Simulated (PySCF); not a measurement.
## Static response to an electric field

C6H10O2.
Atom-mapped SMILES: `[CH3:1]/[CH:2]=[C:3](/[CH3:4])[O:5][C:6]([CH3:7])=[O:8]` (hydrogens: H9, H10, H11 on C1; H12 on C2; H13, H14, H15 on C4; H16, H17, H18 on C7)

Structure used (GFN2-xTB), in Å, numbered top down from 1:
```xyz
18
C6H10O2 angstrom
C     -1.308    1.838   -0.963
C     -1.680    0.523   -0.364
C     -0.826   -0.419    0.016
C     -1.201   -1.733    0.623
O      0.548   -0.225   -0.201
C      1.394   -0.229    0.838
C      2.811   -0.046    0.356
O      1.068   -0.357    1.987
H     -0.234    1.905   -1.112
H     -1.808    1.969   -1.921
H     -1.626    2.649   -0.308
H     -2.736    0.338   -0.235
H     -0.778   -2.548    0.036
H     -0.802   -1.799    1.635
H     -2.280   -1.837    0.657
H      3.467    0.103    1.207
H      3.120   -0.933   -0.193
H      2.864    0.806   -0.317
```

Level: PBE0/def2-SVPD (PySCF), static field, nuclei fixed, core orbitals frozen in the response. The polarisability tensor in these axes (au):

```
x    90.12  -5.73   6.33
y    -5.73  80.50 -10.63
z     6.33 -10.63  72.19
```

Task: Diagonalise the tensor; give its mean and Δα, where Δα² is half the sum of the squared differences of the eigenvalues.

Result: Principal values 64.75, 80.66 and 97.40 au; mean 80.94 au = 11.99 Å³ = 13.34 × 10⁻⁴⁰ C²·m²/J; Δα = 28.28 au (35 % of the mean).

Task: What is the dipole moment, and where does it point?

Result: (0.05, 0.15, -1.91) D, 1.92 D in size, pointing from the negative to the positive side. Measured along this direction, the outermost atoms are O8 at the negative end and H10 at the positive end.

Task: What depolarisation ratio follows for Rayleigh scattering of linearly polarised light, taking the static tensor?

Result: ρ = 3Δα²/(45ᾱ² + 4Δα²) = 2399.2/(294784 + 3198.9) = 0.00805.

Task: Orientational against electronic polarisability at 298 K (dilute gas, rigid molecules)?

Result: In Gaussian units μ²/3kT = 29.76 Å³ against 11.99 Å³, a ratio of 2.48; the Debye molar polarisation (4π/3)N_A(α + μ²/3kT) is 105.3 cm³/mol, leaving out the vibrational part.

Task: Find the Langevin capture rate constant for H3O+ (19.018 u) meeting this molecule (114.068 u), k = 2.342 × 10⁻⁹ cm³/s × √(α in Å³ / reduced mass in u).

Result: The reduced mass is 16.30 u, so k = 2.01 × 10⁻⁹ cm³/s. The formula leaves out the permanent dipole, which adds to the capture rate.

Task: Sum over states: ᾱ = Σ f/ω², ω in Eh. What share falls to these 6 lowest TDDFT singlets (eV, f)? 5.67, 0.0312; 6.20, 0.0547; 6.49, 0.0002; 7.16, 0.0119; 7.22, 0.2845; 7.33, 0.0600.

Result: They add up to 6.81 au, 8.4 % of the 80.94 au; the largest single term is 4.04 au, from the state at 7.22 eV. Terms in order: 0.72, 1.05, 0.00, 0.17, 4.04, 0.83 au. Higher excitations give the rest. The strengths listed sum to 0.442.

Task: Directions of the eigenvectors, and the extent of the frame along each?

Result: Largest value along (0.76, -0.51, 0.41), where the nuclei span 6.22 Å; middle along (0.65, 0.67, -0.36), 5.46 Å; least along (-0.09, 0.54, 0.84), 2.65 Å. The response follows the extents in order.

The structure is a single GFN2-xTB conformer in the gas phase; no vibrational or solvent corrections.
